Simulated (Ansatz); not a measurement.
Ideal-gas functions of `C[O][Ga]([SH])[Br]` at 500 K and 1 bar, from an Ansatz frequency run at PBE0-D4/def2-TZVP.

Molar mass 213.74 g/mol, point group Cs (symmetry number 1), electronic degeneracy 1, moments of inertia 266.448, 412.543, 675.815 u Å². Harmonic wavenumbers (cm⁻¹, unscaled): 62, 87, 93, 97, 152, 266, 269, 290, 434, 628, 713, 1124, 1177, 1205, 1478, 1492, 1499, 2703, 3015, 3084, 3092.

Use S(trans) = R[1.5 ln M + 2.5 ln T − 1.1517]; rotational temperatures θ = 24.2544 K / I; S(rot) = R[ln(√π/σ · √(T³/θAθBθC)) + 1.5]; for each mode x = 1.438777 ν̃/T, S = R[x/(eˣ − 1) − ln(1 − e⁻ˣ)] and H = RT x/(eˣ − 1); 1 cm⁻¹ = 0.0119627 kJ/mol; R = 8.31446 J/(mol·K).

Problem. By hand: the entropy, in J/(mol·K).

Solution. Translation 186.5. Rotation: θ = 0.091, 0.0588, 0.0359 K, giving 130.3. Vibration, mode by mode: 22.66, 19.85, 19.30, 18.95, 15.26, 10.74, 10.65, 10.06, 6.99, 4.44, 3.66, 1.44, 1.27, 1.19, 0.63, 0.61, 0.60, 0.03, 0.01, 0.01, 0.01, in all 148.3. Electronic 0.0. Sum 465.1 J/(mol·K).

Problem. By hand: H − E and G − E in kJ/mol, counted from the electronic energy.

Solution. Zero-point energy ½ × 22960 × 0.0119627 = 137.3; thermal vibration 33.3; translation, rotation and pV give 4 RT = 16.6. H − E = 187.2 kJ/mol, and G − E = 187.2 − 500 × 465.1/1000 = -45.3 kJ/mol.

Vibration gives 32 % of the entropy, 80.8 J/(mol·K) of it from the modes under 150 cm⁻¹: soft modes count most, and the harmonic formula is weakest for them. The sum counts one conformer and one mirror image; others add a mixing term.
